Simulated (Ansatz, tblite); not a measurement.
Forces on AsAsAsAs tetrahedron (As4) at its PBE-D4/def2-SVP geometry. Charge 0, multiplicity 1.

The xTB rows come from tblite.

GFN1-xTB (tblite), largest force 1.11 eV/Å:

```xyz
4
positions Å, forces eV/Å
As    0.201   -0.051   -1.494   -0.148    0.038    1.103
As    1.341   -0.038    0.689   -0.990    0.028   -0.509
As   -0.718    1.274    0.368    0.530   -0.941   -0.271
As   -0.823   -1.185    0.438    0.608    0.875   -0.323
```

GFN2-xTB (tblite), largest force 1.26 eV/Å:

```
As -0.168 0.043 1.248
As -1.120 0.031 -0.575
As 0.600 -1.064 -0.307
As 0.688 0.990 -0.365
```

r2SCAN-D4/def2-TZVP (Ansatz), largest force 0.70 eV/Å:

```
As -0.093 0.024 0.691
As -0.620 0.017 -0.318
As 0.332 -0.589 -0.170
As 0.381 0.548 -0.202
```
